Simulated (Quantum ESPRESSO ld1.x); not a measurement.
Problem. Species: Eu LVIII. Configuration: [He] 2s2 2p2. Calculated with ld1.x of Quantum ESPRESSO 7.5: scalar-relativistic Kohn-Sham, LDA (Slater exchange, Perdew-Zunger correlation), spin-polarised, spherical densities, point nucleus; open shells are filled with parallel spins first. Some entries of the table are withheld. Estimate them.

orbital,occ.,eigenvalue (eV),<r> (bohr)
1s up,1,-54014.8,(1)
1s down,1,-53978.1,(2)
2s up,1,-12865.5,0.09142
2s down,1,-12808.7,0.09160
2p up,2,(3),(4)
2p down,0,(5),(6)

Solution. 
(1) 1s up <r> (bohr): 0.02227
(2) 1s down <r> (bohr): 0.02226
(3) 2p up eigenvalue (eV): -12135.7
(4) 2p up <r> (bohr): 0.07975
(5) 2p down eigenvalue (eV): -12067.9
(6) 2p down <r> (bohr): 0.07995
